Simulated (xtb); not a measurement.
Mg(F)(SeH) (FHMgSe), SMILES [F][Mg][SeH]. All values are semi-empirical tight-binding results from xtb (GFN2-xTB unless named), good for trends rather than for accurate numbers. Geometry optimised at GFN2-xTB. One conformer was computed; it need not be the lowest.

Optimised geometry:

Bonds (Å): Mg1–F2 1.701, Mg1–Se3 2.354, Se3–H4 1.445. Bond angles (°): F2–Mg1–Se3 154.9, Mg1–Se3–H4 95.1.

For metal compounds this method's bond lengths and energies can be far off.

| Item | Value |
|---|---|
| point group as xtb finds it | Cs |
| orbital gap | 2.29 eV |
| zero-point energy | 5.0 kcal/mol |
| G − E(el) at 298.15 K (modified RRHO) | -13.7 kcal/mol |

Give the atomic charges and the Wiberg bond orders between heavy atoms. (The exact figures need the calculation; the answer reports its results.)

charges (e) Mg1 0.47, F2 -0.39, Se3 -0.23, H4 0.15. Bond orders Mg1–F2 0.96, Mg1–Se3 1.12.
